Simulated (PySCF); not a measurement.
FGeH4N, SMILES [NH2][GeH2][F]. Atoms are numbered in the order given.

```xyz
7

Ge    -0.3335    -0.0533     0.0000
N      0.4954     1.5577     0.0000
F      0.8210    -1.3704     0.0000
H     -1.1241    -0.2145    -1.3003
H     -1.1241    -0.2145     1.3003
H      1.0311     1.7819     0.8255
H      1.0311     1.7819    -0.8255
```

Coordinates come from a PBE0-D3(BJ)/def2-TZVP optimisation. The values are those of a single conformer.

Calculation: ωB97X/def2-TZVPD in PySCF.

Mulliken values depend strongly on the basis, most of all with diffuse functions as here. ESP charges are fitted to the potential on shells at 1.4 to 2.0 van der Waals radii. Atomic charges (e):

| atom | ESP fit | Mulliken | IAO |
|---|---|---|---|
| Ge1 | 0.74 | 0.53 | 1.08 |
| N2 | -1.01 | -0.51 | -0.83 |
| F3 | -0.39 | -0.40 | -0.56 |
| H4 | -0.07 | -0.05 | -0.11 |
| H5 | -0.07 | -0.05 | -0.11 |
| H6 | 0.39 | 0.23 | 0.27 |
| H7 | 0.39 | 0.23 | 0.27 |
